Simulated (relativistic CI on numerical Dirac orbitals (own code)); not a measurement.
## Sc10+: q coefficients and field-shift factors

Method of calculation: Dirac-Coulomb-Breit CI, KLI orbitals optimised for each configuration, derivatives by finite differences, unscaled Slater integrals, QED left out (own radial code, finite nucleus).

Configuration list (outside the closed core [Ne]): 3s, 3p, 3d, 4s, 4p, 4d, 4f. Levels of other configurations are missing.

With x = (α/α₀)² − 1 an excitation energy changes as ω = ω₀ + qx; K = 2q/ω₀ is the relative enhancement. Terms are leading LS components, so labels can repeat. The field-shift factor is F = δν/δ⟨r²⟩ for the transition from the lowest level.

Lowest level 3s 2S_1/2.

| Level | ω₀ (cm⁻¹) | q (cm⁻¹) | K | F (GHz/fm²) |
| --- | --- | --- | --- | --- |
| 3p 2P°_1/2 | 191887 | 2619 | 0.0273 | -5.66 |
| 3p 2P°_3/2 | 198506 | 9316 | 0.0939 | -5.66 |
| 3d 2D_3/2 | 460342 | 9571 | 0.0416 | -5.3 |
| 3d 2D_5/2 | 460897 | 10120 | 0.0439 | -5.29 |
| 4s 2S_1/2 | 974896 | 5910 | 0.0121 | -2.72 |
| 4p 2P°_1/2 | 1048865 | 6817 | 0.013 | -4.8 |
| 4p 2P°_3/2 | 1051372 | 9354 | 0.0178 | -4.81 |
| 4d 2D_3/2 | 1146209 | 9479 | 0.0165 | -4.68 |
| 4d 2D_5/2 | 1146474 | 9742 | 0.017 | -4.68 |
| 4f 2F°_5/2 | 1178767 | 9485 | 0.0161 | -4.58 |
| 4f 2F°_7/2 | 1178872 | 9590 | 0.0163 | -4.58 |

At this charge energies of transitions that change n are usually good to better than 1 %, and those within a shell (Δn = 0) to a few per cent.
